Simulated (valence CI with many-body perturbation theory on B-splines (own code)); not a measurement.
**Cs22+: calculated level list**

Method: relativistic CI+MBPT: five valence electrons over a frozen Dirac-Fock core [Ar] 3d10, a basis of 11 s, 11 p, 10 d, 8 f, 5 g, 2 h functions for each j, with the one-electron correlation potential Σ1 (screened to all orders), the two-electron term Σ2, the three-electron term Σ3, Breit, model QED; selected single and double excitations, second order for the rest, scaled by the run's own slope (own B-spline code, finite nucleus).

No measured spectrum was set against this ion. As an estimate, levels hold to about 250 cm⁻¹ or 0.2 % of their energy and the worst to 1 %, as in measured heavy ions of charge 2 to 7; those with d or f electrons hold less well. Among the levels kept, up to 2100 cm⁻¹ of a level comes from second order outside the variational space, and about a tenth of that is noise between levels of different J, which matters for small intervals.

Levels 136 to 167 of 167, with energies above the lowest level, 4s2 4p3 4S°_3/2. "Leading %" is the weight of the configuration and term that name the level; weights of strongly mixed levels are sums over their largest components and can fall short. In the jj column 3d3/2^4 stands for four electrons in 3d with j = 3/2. Lifetimes count E1, E2, E3, M1 and M2 decay at the calculated energies, and are blank where another channel may lead or the interval is too uncertain; long ones can be off by a factor of two.

```csv
No.,Configuration,Term,J,E (cm⁻¹),Leading %,Leading jj,Lifetime
136,4s2 4p2 4f,2G°,9/2,1733700,47,4s^2 4p1/2 4p3/2 4f7/2 (64 %),4.27 ps
137,4s2 4p2 4f,4F°,5/2,1733700,32,4s^2 4p1/2 4p3/2 4f5/2 (54 %),3.68 ps
138,4s2 4p2 4f,2F°,7/2,1745600,22,4s^2 4p1/2 4p3/2 4f5/2 (28 %),2.96 ps
139,4s2 4p2 4f,4D°,1/2,1747800,41,4s^2 4p1/2 4p3/2 4f5/2 (33 %),3.71 ps
140,4s2 4p 4d2,4F°,5/2,1747900,31,4s^2 4p1/2 4p3/2 4f5/2 (26 %),2.64 ps
141,4s2 4p2 4f,4D°,3/2,1750400,27,4s^2 4p1/2 4p3/2 4f5/2 (41 %),3.18 ps
142,4s 4p3 4d,2P°,1/2,1751900,28,4s 4p3/2^3 4d5/2 (45 %),2.75 ps
143,4s2 4p 4d2,4G°,11/2,1762500,66,4s^2 4p3/2 4d5/2^2 (77 %),13.8 ps
144,4s 4p3 4d,2D°,5/2,1764400,27,4s^2 4p1/2 4p3/2 4f7/2 (28 %),2.06 ps
145,4s2 4p2 4f,2F°,5/2,1772700,23,4s^2 4p1/2 4p3/2 4f7/2 (45 %),7.53 ps
146,4s2 4p2 4f,2G°,9/2,1774400,40,4s^2 4p1/2 4p3/2 4f5/2 (36 %),4.89 ps
147,4s2 4p 4d2,2P°,1/2,1777600,71,4s^2 4p1/2 4d5/2^2 (58 %),3.25 ps
148,4s2 4p2 4f,2D°,3/2,1779300,21,4s 4p3/2^3 4d5/2 (31 %),2.37 ps
149,4s2 4p 4d2,2F°,7/2,1788000,35,4s^2 4p3/2 4d3/2 4d5/2 (51 %),2.73 ps
150,4s2 4p 4d2,4F°,9/2,1791500,33,4s^2 4p3/2 4d3/2 4d5/2 (71 %),2.37 ps
151,4s2 4p 4d2,4D°,5/2,1794200,22,4s^2 4p3/2 4d3/2 4d5/2 (55 %),4.40 ps
152,4s2 4p 4d2,2G°,7/2,1799400,30,4s^2 4p3/2 4d3/2 4d5/2 (34 %),2.49 ps
153,4s2 4p 4d2,2P°,3/2,1805300,27,4s^2 4p3/2 4d3/2 4d5/2 (30 %),2.03 ps
154,4s2 4p 4d2,4D°,7/2,1810400,32,4s^2 4p3/2 4d5/2^2 (50 %),4.26 ps
155,4s2 4p 4d2,4P°,5/2,1815500,36,4s^2 4p3/2 4d5/2^2 (41 %),3.98 ps
156,4s2 4p 4d2,2H°,11/2,1817600,47,4s^2 4p3/2 4d3/2 4d5/2 (54 %),3.15 ps
157,4s2 4p 4d2,2S°,1/2,1822700,51,4s^2 4p3/2 4d3/2 4d5/2 (64 %),2.15 ps
158,4s2 4p2 4f,2H°,9/2,1826200,31,4s^2 4p3/2 4d5/2^2 (41 %),2.91 ps
159,4s2 4p2 4f,2P°,3/2,1826600,33,4s^2 4p1/2 4p3/2 4f7/2 (36 %),2.42 ps
160,4s2 4p 4d2,4D°,7/2,1833400,55,4s^2 4p3/2 4d3/2 4d5/2 (40 %),1.70 ps
161,4s2 4p 4d2,2F°,5/2,1834900,24,4s^2 4p3/2 4d3/2 4d5/2 (37 %),2.61 ps
162,4s2 4p 4d2,4D°,5/2,1835000,31,4s^2 4p3/2 4d3/2 4d5/2 (29 %),1.52 ps
163,4s2 4p 4d2,4D°,3/2,1838800,32,4s^2 4p3/2 4d3/2^2 (34 %),1.53 ps
164,4s2 4p 4d2,4D°,1/2,1839900,49,4s^2 4p1/2 4p3/2 4f5/2 (29 %),1.78 ps
165,4s2 4p 4d2,2F°,7/2,1843000,32,4s^2 4p3/2^2 4f5/2 (21 %),5.46 ps
166,4s2 4p 4d2,4S°,3/2,1851000,48,4s^2 4p3/2 4d3/2^2 (34 %),1.60 ps
167,4s2 4p 4d2,2F°,7/2,1862100,31,4s^2 4p3/2^2 4f7/2 (39 %),2.92 ps
```

Names give the largest LS component (configuration and term), which can be under half, so a name can repeat, a term be missing and a line seem to break the LS rules; names also repeat where a configuration has a term twice.

Where two levels of one J and parity lie close, their mixing, g and order are uncertain.
